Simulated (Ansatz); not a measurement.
This geometry of BCl2H3O (7 atoms, charge 0, multiplicity 1) is a first-order saddle point.

These are results of RKS B3LYP/def2-SVP (Ansatz), not measurements.

```xyz
7
Properties=species:S:1:pos:R:3
B -0.028 -0.314 -0.101
Cl -0.094 0.160 2.111
H 1.034 0.130 -0.412
Cl -1.508 0.206 -0.935
O -0.039 -1.735 0.336
H -0.900 -2.147 0.154
H -0.049 -1.260 1.476
```

Q: Which two structures does it join? (They come from a converged band through this point; their orientation in space is the band's.)

A: Bonds broken: B1–Cl2, O5–H7. Bonds formed: Cl2–H7. BCl2H3O becomes BClH2O + ClH.

First end point:

```xyz
7
Properties=species:S:1:pos:R:3
B 0.006 -0.108 0.156
Cl -0.087 0.566 1.864
H 1.043 0.096 -0.409
Cl -1.498 0.148 -0.868
O -0.046 -1.757 0.428
H -0.903 -2.047 0.060
H -0.099 -1.859 1.398
```

Last end point:

```xyz
7
Properties=species:S:1:pos:R:3
B -0.311 -0.295 -0.621
Cl 0.837 -0.695 3.260
H 0.426 0.619 -0.389
Cl -1.073 -0.450 -2.211
O -0.552 -1.205 0.347
H -1.155 -1.921 0.094
H 0.244 -1.013 2.149
```

Q: How far does it lie above each of them?

A: 66.4 kJ/mol above the first and 99.5 kJ/mol above the second. This is the barrier of this one path; another mechanism may lie lower. The orbitals stay closed-shell, which can raise the energy where a bond breaks towards radicals; this wasn't checked here.

The run took 5.5 min on 1 thread of Arm Neoverse V1 (shared host), peak memory 0.18 GiB.
